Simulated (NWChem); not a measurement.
# Correlation energy of CF (+1)

```xyz
2

C      0.0000     0.0000     0.6921
F      0.0000     0.0000    -0.4614
```
Charge +1, spin multiplicity 1.

All runs are NWChem calculations. The geometry was optimised at PBE0/def2-SVP, a minimum by its harmonic frequencies.

Basis set: 6-31G*. Each correlation energy counts from its own Hartree-Fock reference.

The correlated methods keep 2 core orbitals frozen. The Pople sets run with spherical d functions. The structure started from a generated list of species. Coupled-cluster values serve here as a point of comparison, not as the truth.

Problem. One of these methods gave a correlation energy of -256.1 mHa. Which?
A. CCSD
B. MP2
C. CCSD+T(CCSD)
D. SCS-MP2

Solution. B, MP2. The others give -249.8 (SCS-MP2), -270.4 (CCSD), -281.8 (CCSD+T(CCSD)).
